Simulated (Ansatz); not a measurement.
A run for Ansatz (a first-principles code): R-B3LYP/def2-TZVPPD on ClH4P (a complex). Files ending in .json are basis or fitting sets from the Basis Set Exchange.

Ansatz 0.2 input:
```yaml
crystal:
  periodic: [false, false, false]
  atoms:
    - {symbol: Cl, position_ang: [0.43620900, -0.61606929, -0.34371464]}
    - {symbol: H, position_ang: [0.24392433, 0.36085917, -1.15171167]}
    - {symbol: P, position_ang: [0.04043128, 0.05544061, 3.26339921]}
    - {symbol: H, position_ang: [-0.22081995, 0.80297013, 4.44207672]}
    - {symbol: H, position_ang: [0.89412677, 1.04675256, 2.71766025]}
    - {symbol: H, position_ang: [-1.10658463, 0.54707564, 2.59110691]}
basis:
  gaussian:
    orbitals: def2-TZVPPD.json
hamiltonian:
  xc: {name: B3LYP}
scf: {lower_state_search: off}
```

Program output:

```
WARN ansatz: RAYON_NUM_THREADS=2 ignored (pool sized by the plan → 2); use --threads N
Functional definition: B3LYP
these checks for a lower state are left out or cut short: stability, starts, cluster_reference, orbital_swaps, neighbouring_geometries, increment
integrals: 0.07 GiB planned
905 factors; their error is unknown
mean field: 0.61 GiB planned
mean field evaluation 1: about -21877.5294 eV, gradient 1.6e1 eV
mean field evaluation 2: about -21877.8551 eV, gradient 1.5e1 eV
mean field evaluation 4: about -21878.3298 eV, gradient 6.4e-1 eV
mean field evaluation 8: about -21878.3646 eV, gradient 1.3e-2 eV
mean field -21878.36464274 eV, -804.0150709324 hartree, gradient 4.3e-6 eV, S^2 0.000000; 0 other end points of the search recorded, 0 dependent functions left out
reference -21878.36492430 eV, -804.0150812796 hartree; 18, 18 occupied and 149, 149 virtual orbitals, 905 factors
Total energy: -21878.36492430 eV, -804.0150812796 hartree
Checks for a lower state left out: stability, starts, cluster_reference, orbital_swaps, neighbouring_geometries, increment
```

Self-consistency was reached.

Cost: about 2.6 core-seconds (a rough figure).
